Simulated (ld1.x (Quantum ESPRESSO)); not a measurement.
iodine (I), TM semilocal: configuration errors across variants

- Element: iodine
- Generator: ld1.x (Quantum ESPRESSO) 7.5
- Type: norm-conserving Troullier–Martins (semilocal form)
- Functional: LDA (PZ)
- Relativity: scalar-relativistic
- Frozen core: [Ar] 3d10
- Valence charge: 25
- Reference configuration: 4s2 4p6 4d10 5s2 5p4.5 (charge +0.5)
- Partial waves: 4p (bound): rc 0.80 bohr; 4d (bound): rc 1.25 bohr; 4s (bound): rc 1.10 bohr
- Local potential: the s channel
- Core correction: none

Occupied shells without a wave of their own: 5p, 5s. They enter only through the test configuration that unscreens the potential.

All-electron excitation energies from the reference (eV): (1) 4s2 4p6 4d10 5s2 5p5 -4.615; (2) 4s2 4p6 4d10 5s2 5p4 6.690; (3) 4s2 4p6 4d10 5s2 5p3 26.754; (4) 4s2 4p5 4d10 5s2 5p5 131.563; (5) 4s2 4p6 4d10 5s2 5p1 96.170; (6) 4s2 4p6 4d10 5s2 5p2 56.368; (7) 4s2 4p6 4d9 5s2 5p6 41.160; (8) 4s2 4p6 4d10 5s2 5p4.5 spin -0.293; (9) 4s2 4p6 4d10 5s2 5p5 spin -4.735.

Spin tests fill each open shell by Hund’s rule, majority spin first.

In the semilocal form every listed channel keeps its own potential, so the choice of the local channel does not act on these tests. It acts once the file is put into the separable form.

A semilocal file is local in each channel, so a ghost entry of none says nothing of the separable form that plane-wave codes build from it.

For the base: The 5p, 5s levels have no wave, so the channel is fitted at the deeper level alone: the likely source of the large errors.

On the changes marked as counting shells twice: ld1.x takes every shell without a wave as core, so the model core holds the marked electrons as well and exchange and correlation see them twice. This cancels in the reference configuration, but the file is broken for other ones, and its errors say nothing about a proper core correction.

Tests that are not counted but printed errors over 1 eV. “all radii scaled by about 1.14 (s 1.26, p 0.92, d 1.42 bohr)”: 4s2 4p6 4d9 5s2 5p6 (solver errors, printed error -7660 eV).

4 further variants failed, have other tests or another functional or relativity, and are left out.

The file “base” misses its own reference levels by 3.9 eV. The file “form changed from semilocal to separable (Kleinman–Bylander), still TM; local potential the p channel” misses its own reference levels by 1.7 eV. The file “wave 4p (bound): rc 0.80 bohr becomes 4p (bound): rc 0.64 bohr” misses its own reference levels by 3.9 eV. The file “all radii scaled by about 1.14 (s 1.26, p 0.92, d 1.42 bohr)” misses its own reference levels by 8.6 eV. The file “local potential the p channel” misses its own reference levels by 3.9 eV. The file “core correction a·sin(br)/r model core inside 0.68 bohr (5p, 5s counted twice)” misses its own reference levels by 3.9 eV. The file “wave 4d (bound): rc 1.25 bohr becomes 4d (bound): rc 0.76 bohr” misses its own reference levels by 3.9 eV.

Errors AE − PS in meV (a dash: test not solved or not reliable):

```csv
change,(1),(2),(3),(4),(5),(6),(7),(8),(9),bound ghosts
base,+55,-74,-283,+139,-947,-576,+313,+8.4,+58,none
"form changed from semilocal to separable (Kleinman–Bylander), still TM; local potential the p channel",+56,-72,-268,+107,-869,-534,+282,+4.3,+58,none
wave 4p (bound): rc 0.80 bohr becomes 4p (bound): rc 0.64 bohr,+132,-170,-630,+309,-2061,-1258,+641,+8.7,+136,none
"all radii scaled by about 1.14 (s 1.26, p 0.92, d 1.42 bohr)",+101,-138,-530,-283,-1787,-1084,–,+17,+108,none
local potential the p channel,+55,-74,-283,+139,-948,-577,+313,+8.3,+58,none
"core correction a·sin(br)/r model core inside 0.68 bohr (5p, 5s counted twice)",+30,-100,-534,+102,-2496,-1314,+218,-86,-4.4,none
wave 4d (bound): rc 1.25 bohr becomes 4d (bound): rc 0.76 bohr,+55,-74,-283,+153,-947,-576,+317,+8.2,+58,none
```

(1) Give the same row for: wave 4s (bound): rc 1.10 bohr becomes 4s (bound): rc 0.90 bohr.

Answers

(1) +57, -72, -263, +63, -849, -521, +257, +2.8, +58; bound ghosts: none.
